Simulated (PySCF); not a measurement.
**How methods differ on the excitation energy of Gd**

Gd [Xe] 4f7 5d1 6s2 (9D) → Gd [Xe] 4f6 5d2 6s2 (high-spin determinant), as a difference of total energies. Calculation: PySCF 2.14, in x2c-TZVPPall (11s7p7d4f2g, 113 functions); scalar relativity by spin-free X2C-1e. Correlated levels: valence: [Kr] 4d10 frozen; valence and next inner shell: [Ar] 3d10 frozen. The calculations carry no spin-orbit coupling.

```
                                method  excitation energy (eV)
                                   UHF                   8.418
                                   PBE                  10.074
                                  PBE0                   9.717
                                r2SCAN                   9.820
                         MP2 (valence)                   9.640
                     SCS-MP2 (valence)                   8.898
SCS-MP2 (valence and next inner shell)                   9.118
```

Estimate what LDA gives.

10.375 eV, closest to PBE among the rows shown.

Estimate what MP2 (valence and next inner shell) gives.

9.811 eV, closest to r2SCAN among the rows shown.

A first-order spin-orbit estimate (lowest level to lowest level, LS coupling) adds -0.520 eV.

The upper state lies above the first ionisation limit, where it may autoionise and the basis confines it.

The determinant of the upper state mixes LS terms, which raises its energy above the lowest term, most at the Hartree-Fock and MP2 levels.
